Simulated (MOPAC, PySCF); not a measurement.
Dimer: N2 (SMILES N#N) (first 2 atoms) with PH3 (SMILES P); geometry from B3LYP-D3(BJ)/def2-TZVP.
(charge 0, multiplicity 1):
```xyz
6

N      0.647    -0.211    -0.511
N     -0.335     0.264    -0.488
P      0.025     0.108     3.546
H      1.120     0.633     2.813
H      0.016    -1.111     2.820
H     -0.939     0.714     2.700
```

Monomers are frozen at their geometry in the pair; levels with a basis set take the counterpoise correction. Rows marked so take none.

Rows in 3-21G, 6-31G* carry no dispersion term and start afresh at each structure (6-31G* with six Cartesian d functions). The state that PM7 reach isn't checked; PM7 holds dispersion and hydrogen-bond terms.

Codes used: MOPAC for PM7 (differences of heats of formation); PySCF for 3-21G rows, 6-31G* rows. Values without a source in brackets are computed.

Problem. One of these levels gives -2.9 meV for the interaction energy. Which?
(A) B3LYP/3-21G (no counterpoise)
(B) PM7
(C) HF/6-31G* (no counterpoise)

Solution. A, B3LYP/3-21G (no counterpoise). The others give -25.0 (PM7), 10.6 (HF/6-31G* (no counterpoise))
